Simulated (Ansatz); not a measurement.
Consider the formal exchange of groups at the Si–C bond: `[SiH3]C[SiH2]P` + `C#N` → `N#C[SiH2]P` + `C[SiH3]`.

Isolated molecules relaxed with PBE0-D4/def2-TZVP in Ansatz; ΔE leaves out vibrations. CCSD(T)/CBS adds triple-zeta CCSD(T) − MP2 to the extrapolated MP2 energy (def2 sets, frozen cores). This one scheme is used for every species. Functionals use def2-TZVPP. B3LYP here is the variant with VWN-RPA as its local correlation; programs differ in this. HSE06 is defined as in plane-wave codes. One conformer a species, not always the lowest.

```json
{"level": "r2SCAN-D4", "ΔE (kJ/mol)": "-37.2", "difference from CCSD(T)/CBS": "-4.0"}
{"level": "B3LYP-D4", "ΔE (kJ/mol)": "-37.9", "difference from CCSD(T)/CBS": "-4.7"}
{"level": "BHLYP-D4", "ΔE (kJ/mol)": "-37.4", "difference from CCSD(T)/CBS": "-4.2"}
{"level": "CAM-B3LYP-D4", "ΔE (kJ/mol)": "-38.3", "difference from CCSD(T)/CBS": "-5.1"}
{"level": "B2PLYP", "ΔE (kJ/mol)": "-41.7", "difference from CCSD(T)/CBS": "-8.5"}
{"level": "PBE-QIDH", "ΔE (kJ/mol)": "-35.2", "difference from CCSD(T)/CBS": "-2.0"}
{"level": "PBE", "ΔE (kJ/mol)": "-39.7", "difference from CCSD(T)/CBS": "-6.5"}
{"level": "revPBE", "ΔE (kJ/mol)": "-43.0", "difference from CCSD(T)/CBS": "-9.8"}
{"level": "BLYP", "ΔE (kJ/mol)": "-48.4", "difference from CCSD(T)/CBS": "-15.2"}
{"level": "B3LYP", "ΔE (kJ/mol)": "-45.9", "difference from CCSD(T)/CBS": "-12.7"}
{"level": "r2SCANh", "ΔE (kJ/mol)": "-38.1", "difference from CCSD(T)/CBS": "-4.9"}
{"level": "r2SCAN0", "ΔE (kJ/mol)": "-37.4", "difference from CCSD(T)/CBS": "-4.2"}
{"level": "HSE06", "ΔE (kJ/mol)": "-38.3", "difference from CCSD(T)/CBS": "-5.1"}
{"level": "HF/def2-SVP", "ΔE (kJ/mol)": "-44.8", "difference from CCSD(T)/CBS": "-11.6"}
{"level": "HF/def2-QZVPP", "ΔE (kJ/mol)": "-47.0", "difference from CCSD(T)/CBS": "-13.8"}
{"level": "MP2/CBS(def2)", "ΔE (kJ/mol)": "-33.5", "difference from CCSD(T)/CBS": "-0.3"}
{"level": "CCSD(T)/CBS", "ΔE (kJ/mol)": "-33.2", "difference from CCSD(T)/CBS": "0"}
```

Largest T1 diagnostic among the species: 0.014.

Leaving LDA and LC-ωPBE aside and taking each functional with its dispersion term where it has one, the values, not all of them listed here, spread over 8.7 kJ/mol, from B2PLYP to revPBE-D4. LDA lies +7.4 kJ/mol from PBE without D4. The D4 term adds +8.0 kJ/mol with B3LYP and +4.6 kJ/mol with PBE0; it sums over pairs of atoms, weighted by their polarisabilities, and B3LYP, whose exchange is more repulsive, gets the larger term.

CCSD(T)/CBS has its own doubt, a few kJ/mol and more with outer-core shells, so smaller differences from it don't rank the levels.
